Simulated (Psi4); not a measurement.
CdCl$_{2}$ (SMILES [Cl][Cd][Cl]), singlet, at a GFN2-xTB geometry (such geometries of metal compounds can be far from the true shape) (core potentials on Cd); Psi4 with HF/def2-SVP.

The Psi4 input:
```
memory 2 GB

molecule mol {
0 1
Cd   -0.396713    0.183899   -0.314496
Cl    1.796225    0.099293   -0.905454
Cl   -0.676094   -0.618537    1.793443
}

set {
  basis def2-svp
  reference rhf
  scf_type pk
  puream true
  d_convergence 1e-8
}

energy('scf')
print_variables()
```

Output, abridged:

```
   => Loading Basis Set <=

    Name: DEF2-SVP
    Role: ORBITAL
    Keyword: BASIS

    !!!  WARNING: ECP capability is in beta. Please check occupations closely.  !!!

         ---------------------------------------------------------
                                   SCF
               by Justin Turney, Rob Parrish, Andy Simmonett
                          and Daniel G. A. Smith
                              RHF Reference
         ---------------------------------------------------------

  ==> Geometry <==

    Molecular point group: cs
    Full point group: Cs

    Geometry (in Angstrom), charge = 0, multiplicity = 1:

       Center              X                  Y                   Z               Mass
    ------------   -----------------  -----------------  -----------------  -----------------
         CD           0.330577310143     0.367329064230     0.000000000000   113.903365090000
         CL           0.847826626428    -1.845772774739     0.000000000000    34.968852682000
         CL          -1.924609682198     0.649278943740     0.000000000000    34.968852682000

  Running in cs symmetry.

  Rotational constants: A =      0.23055  B =      0.06931  C =      0.05329 [cm^-1]
  Rotational constants: A =   6911.66188  B =   2077.71531  C =   1597.49284 [MHz]
  Nuclear repulsion =  199.331037340040837

  Charge       = 0
  Multiplicity = 1
  Electrons    = 54
  Nalpha       = 27
  Nbeta        = 27

  ==> Algorithm <==

  SCF Algorithm Type is PK.
  DIIS enabled.
  MOM disabled.
  Fractional occupation disabled.
  Guess Type is SAD.
  Energy threshold   = 1.00e-06
  Density threshold  = 1.00e-08
  Integral threshold = 1.00e-12

  ==> Primary Basis <==

  Basis Set: DEF2-SVP
    Blend: DEF2-SVP
    Number of shells: 27
    Number of basis functions: 67
    Number of Cartesian functions: 74
    Spherical Harmonics?: true
    Max angular momentum: 3

  Core potential: DEF2-SVP
    Number of shells: 4
    Number of ECP primitives: 14
    Number of ECP core electrons: 28
    Max angular momentum: 3

  ==> Integral Setup <==

  Using in-core PK algorithm.
   Calculation information:
      Number of atoms:                   3
      Number of AO shells:              27
      Number of primitives:             55
      Number of atomic orbitals:        74
      Number of basis functions:        67

      Integral cutoff                 1.00e-12
      Number of threads:                 1

  Performing in-core PK
  Using 5191562 doubles for integral storage.
  We computed 60911 shell quartets total.
  Whereas there are 71631 unique shell quartets.

  ==> DiskJK: Disk-Based J/K Matrices <==

    J tasked:                  Yes
    K tasked:                  Yes
    wK tasked:                  No
    Schwarz Cutoff:          1E-12

  Minimum eigenvalue in the overlap matrix is 2.2574319177E-02.
  Reciprocal condition number of the overlap matrix is 6.6399633222E-03.
    Using symmetric orthogonalization.

  ==> Pre-Iterations <==

  SCF Guess: Superposition of Atomic Densities via on-the-fly atomic UHF (no occupation information).

   -------------------------
    Irrep   Nso     Nmo
   -------------------------
     A'        47      47
     A"        20      20
   -------------------------
    Total      67      67
   -------------------------

  ==> Iterations <==

                        Total Energy        Delta E     RMS |[F,P]|

   @RHF iter SAD: -1084.42429389798667   -1.08442e+03   0.00000e+00
   @RHF iter   1: -1085.51767467137051   -1.09338e+00   6.74499e-03 ADIIS/DIIS
   @RHF iter   2: -1085.59524583023790   -7.75712e-02   3.14460e-03 ADIIS/DIIS
   @RHF iter   3: -1085.60678709062404   -1.15413e-02   4.45909e-04 ADIIS/DIIS
   @RHF iter   4: -1085.60747647748394   -6.89387e-04   1.87478e-04 ADIIS/DIIS
   @RHF iter   5: -1085.60762153296855   -1.45055e-04   5.73939e-05 DIIS
   @RHF iter   6: -1085.60763520539194   -1.36724e-05   1.42506e-05 DIIS
   @RHF iter   7: -1085.60763612656615   -9.21174e-07   4.70592e-06 DIIS
   @RHF iter   8: -1085.60763620478747   -7.82213e-08   8.33821e-07 DIIS
   @RHF iter   9: -1085.60763620890725   -4.11978e-09   2.07556e-07 DIIS
   @RHF iter  10: -1085.60763620925445   -3.47200e-10   4.67303e-08 DIIS
   @RHF iter  11: -1085.60763620926991   -1.54614e-11   1.36691e-08 DIIS
   @RHF iter  12: -1085.60763620927059   -6.82121e-13   2.79324e-09 DIIS
  Energy and wave function converged.

  ==> Post-Iterations <==

    Orbital Energies [Eh]
    ---------------------

    Doubly Occupied:

       1Ap  -104.745125     2Ap  -104.745090     3Ap   -10.507461
       4Ap   -10.507461     5Ap    -7.981877     6Ap    -7.981875
       1App   -7.979719     2App   -7.979715     7Ap    -7.979659
       8Ap    -7.979658     9Ap    -4.900972    10Ap    -3.266481
       3App   -3.266237    11Ap    -3.264342    12Ap    -1.038154
      13Ap    -1.034453    14Ap    -0.824818     4App   -0.824725
       5App   -0.823505    15Ap    -0.819566    16Ap    -0.817839
      17Ap    -0.496663    18Ap    -0.436334     6App   -0.434775
      19Ap    -0.429365     7App   -0.419035    20Ap    -0.409629

    Virtual:

      21Ap    -0.036495     8App    0.060980    22Ap     0.122452
      23Ap     0.152033    24Ap     0.203647     9App    0.417550
      25Ap     0.456289    26Ap     0.468524    10App    0.626736
      27Ap     0.631286    11App    0.631295    28Ap     0.703512
      29Ap     0.755920    30Ap     0.824581    31Ap     0.889996
      32Ap     1.075696    12App    1.078791    13App    1.079545
      33Ap     1.082720    34Ap     1.083448    14App    1.121198
      15App    1.125237    35Ap     1.130030    36Ap     1.154383
      37Ap     1.230185    16App    1.257255    38Ap     1.262937
      17App    1.274133    39Ap     1.357574    40Ap     1.572579
      41Ap     1.618894    42Ap     2.481367    18App    3.036026
      43Ap     3.036343    19App    3.041236    20App    3.042758
      44Ap     3.045483    45Ap     3.059767    46Ap     3.094193
      47Ap    57.104204

    Final Occupation by Irrep:
             Ap   App
    DOCC [    20,    7 ]
    NA   [    20,    7 ]
    NB   [    20,    7 ]

  @RHF Final Energy: -1085.60763620927059

   => Energetics <=

    Nuclear Repulsion Energy =            199.3310373400408366
    One-Electron Energy =               -1966.0882778576183227
    Two-Electron Energy =                 681.1496043083068344
    Total Energy =                      -1085.6076362092705949

Computation Completed

Properties will be evaluated at   0.000000,   0.000000,   0.000000 [a0]

Properties computed using the SCF density matrix

 Multipole Moments:

 ------------------------------------------------------------------------------------
     Multipole            Electronic (a.u.)      Nuclear  (a.u.)        Total (a.u.)
 ------------------------------------------------------------------------------------

 L = 1.  Multiply by 2.5417464519 to convert [e a0] to [Debye]
 Dipole X            :         23.7236347          -22.0980146            1.6256200
 Dipole Y            :         26.3610977          -24.5547495            1.8063482
 Dipole Z            :          0.0000000            0.0000000            0.0000000
 Magnitude           :                                                    2.4301305

 ------------------------------------------------------------------------------------

  Variable Map:
  ----------------------------------------------------------------------------
  "CURRENT ENERGY"           =>   -1085.607636209271
  "CURRENT REFERENCE ENERGY" =>   -1085.607636209271
  "DD SOLVATION ENERGY"      =>       0.000000000000
  "HF KINETIC ENERGY"        =>     983.603691459777
  "HF POTENTIAL ENERGY"      =>   -2069.211327669048
  "HF TOTAL ENERGY"          =>   -1085.607636209271
  "HF VIRIAL RATIO"          =>       2.103704312657
  "NUCLEAR REPULSION ENERGY" =>     199.331037340041
  "ONE-ELECTRON ENERGY"      =>   -1966.088277857618
  "PCM POLARIZATION ENERGY"  =>       0.000000000000
  "PE ENERGY"                =>       0.000000000000
  "SCF ITERATION ENERGY"     =>   -1085.607636209271
  "SCF ITERATIONS"           =>      12.000000000000
  "SCF TOTAL ENERGY"         =>   -1085.607636209271
  "TWO-ELECTRON ENERGY"      =>     681.149604308307

  Array Variable Map:
  ----------------------------------------------------------------------------
  "CURRENT DIPOLE"           =>       1.625620040838 ... 0.000000000000 1 by 3
  "SCF DIPOLE"               =>       1.625620040838 ... 0.000000000000 1 by 3
  "SCF TOTAL ENERGIES"       =>   -1084.424293897987 ... -1085.607636209271 1 by 13
```
